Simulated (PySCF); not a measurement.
## How methods differ on the ionisation energy of N⁺

N⁺ [He] 2s2 2p2 (3P) → N²⁺ [He] 2s2 2p1 (2P), as a difference of total energies. Calculation: PySCF 2.14, in cc-pVDZ (3s2p1d, 14 functions); no relativity, point nucleus. Correlated levels: valence: 1s2 frozen. The calculations carry no spin-orbit coupling.

```csv
method,ionisation energy (eV),difference from reference (eV)
UHF,29.247,-0.354
MN15,29.814,+0.213
TPSS,29.906,+0.305
MP2 (valence),29.469,-0.132
SCS-MP2 (valence),29.364,-0.237
CCSD (valence),29.287,-0.314
CCSD(T) (valence),29.292,-0.309
```

Reference: 29.601 eV (semi-empirical (NIST evaluation); NIST Atomic Spectra Database, ionization energies).

Errors of the correlated levels include the incompleteness of this basis and the frozen core.
